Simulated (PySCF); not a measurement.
BiF2Cl, SMILES [F][Bi]([F])[Cl].

Geometry: PBE0-D3(BJ)/def2-SVP. The def2 effective core potentials stand for the cores of Bi; spin–orbit coupling is left out.

Method: C-PCM-ωB97X/def2-SVP (PySCF 2.14.0).

The values are the electrostatic part of the solvation free energy, E(continuum) − E(gas) at the gas-phase geometry, in a cavity of scaled van der Waals radii (PySCF's table); cavitation and dispersion terms are not included. A continuum can't describe solvent molecules that bind to the metal. In vacuum the orbital gap is 11.51 eV. The dipole moment in vacuum is 4.98 D.

**Question.** Estimate the values in water (ε = 78.36), 2-propanol (ε = 19.26), acetonitrile (ε = 35.69). (An estimate is asked for; the answer gives what the named calculation found.)

**Answer.** 
```tsv
solvent	ε	ΔG(elec) (kcal/mol)	dipole (D)	gap (eV)
water	78.36	-13.1	6.35	11.91
2-propanol	19.26	-12.5	6.29	11.89
acetonitrile	35.69	-12.9	6.33	11.90
```
